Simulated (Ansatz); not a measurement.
C₂H₁₀N₂OSi₂ (`C=C[SiH](N)O[SiH2]N`), relaxed with RKS PBE-D4/def2-SVP in Ansatz 0.2.0 from a rough embedded geometry. The force threshold is 0.03 eV/Å; the program also tests the step.

Total charge 0; spin multiplicity 1.

Start:

```xyz
17

C     1.524    1.223    1.731
C     1.165   -0.078    1.659
Si   -0.339   -0.789    0.856
N    -1.621   -0.134    1.800
O    -0.556   -0.290   -0.663
Si    0.090   -0.608   -2.158
N    -0.810    0.352   -3.204
H     2.500    1.520    2.192
H     0.970    2.038    1.178
H     1.781   -0.797    2.149
H    -0.369   -2.220    0.983
H    -1.681    0.872    1.609
H    -1.492   -0.318    2.680
H    -0.135   -2.017   -2.536
H     1.472   -0.188   -2.224
H    -0.727    1.334   -2.932
H    -1.771    0.101   -3.118
```

```
         step  energy (eV)  largest force (eV/Å)  largest move (Å)
            1  -22994.0986                 6.479             0.000
            2  -22994.8824                 1.457             0.194
            3  -22995.1098                 0.463             0.200
            4  -22995.1678                 0.248             0.200
            5  -22995.1849                 0.300             0.160
            6  -22995.2217                 0.264             0.200
            7  -22995.2436                 0.285             0.200
            8  -22995.2448                 0.568             0.197
            9  -22995.2770                 0.187             0.200
           10  -22995.2942                 0.236             0.200
11 (rejected)  -22995.2799                 0.427             0.200
           12  -22995.3042                 0.205             0.100
           13  -22995.3147                 0.245             0.100
           14  -22995.3314                 0.488             0.150
           15  -22995.3437                 0.298             0.200
           16  -22995.3493                 0.364             0.083
           17  -22995.3511                 0.185             0.108
           18  -22995.3544                 0.216             0.049
           19  -22995.3585                 0.025             0.045
```

End:

```xyz
17

C     2.009    0.984    1.345
C     1.196    0.104    1.963
Si   -0.279   -0.682    1.116
N    -1.683   -0.356    2.077
O    -0.337   -0.053   -0.445
Si    0.064   -0.349   -2.049
N    -0.995    0.381   -3.207
H     2.871    1.455    1.851
H     1.840    1.269    0.292
H     1.404   -0.163    3.016
H    -0.180   -2.180    1.017
H    -1.874    0.613    2.348
H    -2.557   -0.849    1.880
H     0.026   -1.835   -2.283
H     1.428    0.231   -2.297
H    -0.979    1.398   -3.321
H    -1.952    0.032   -3.303
```

Run time 87 s (2 threads of an AMD EPYC 7R13 on a shared host and a share of an NVIDIA H100 80 GB); peak host memory 0.84 GiB.
